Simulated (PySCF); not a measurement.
C₇H₅FO.
Geometry (GFN2-xTB, Å), atoms numbered from 1 in this order:
```xyz
14
C7H5FO angstrom
C      2.806    0.671   -0.644
C      1.779    0.045   -0.631
C      0.616   -0.740   -0.663
C     -0.521   -0.388   -0.037
C     -1.761   -1.222   -0.067
C     -0.610    0.845    0.720
F     -1.816    1.110    1.322
C      0.324    1.757    0.906
O      1.070    2.618    1.132
H      3.683    1.246   -0.632
H      0.670   -1.661   -1.225
H     -2.031   -1.531    0.942
H     -2.595   -0.644   -0.465
H     -1.614   -2.105   -0.682
```

Computed, not measured: TDDFT wB97X-D/def2-SVPD, vertical, gas phase, core orbitals frozen in the response in PySCF 2.14.0, density-fitted response routines.

Ground-to-excited transition dipoles (e·a0, same axes as the geometry; the sign carries no meaning), for the states with f of 0.002 or more among the lowest 8:

```tsv
state	E (hartree)	μx	μy	μz
S2	0.1607	-0.792	0.540	0.609
S5	0.2068	-0.613	0.544	0.544
S7	0.2273	0.033	-0.096	0.146
S8	0.2281	1.004	0.381	-0.145
```

(1) Work out the oscillator strengths.

(2) What angle do the transition dipoles of S2 and S8 make?

(3) How is the summed strength of these states shared among x, y and z?

(4) What peak molar absorption coefficient would the strongest computed level give as a lone Gaussian band 0.5 eV wide at half height?

## Answers

(1) f = (2/3) ΔE |μ|² with ΔE in hartree (27.2114 eV).

```tsv
state	|μ|² (au)	|μ| (D)	f
S2	1.289	2.89	0.138
S5	0.967	2.50	0.133
S7	0.031	0.45	0.005
S8	1.174	2.75	0.178
```

(2) |cos θ| = |μa·μb| / (|μa| |μb|) = 0.55, so θ ≈ 57° (taken between 0 and 90°, since the signs are arbitrary).

(3) (2/3) Σ ΔE μα² gives 0.272 for x, 0.095 for y and 0.087 for z, 0.455 in all.

(4) ε(max) = 2.175×10⁸ f / FWHM, with the width in cm⁻¹. S8: 2.175×10⁸ × 0.1784 / 4033 ≈ 9600 L mol⁻¹ cm⁻¹.

One conformer stands for the species.
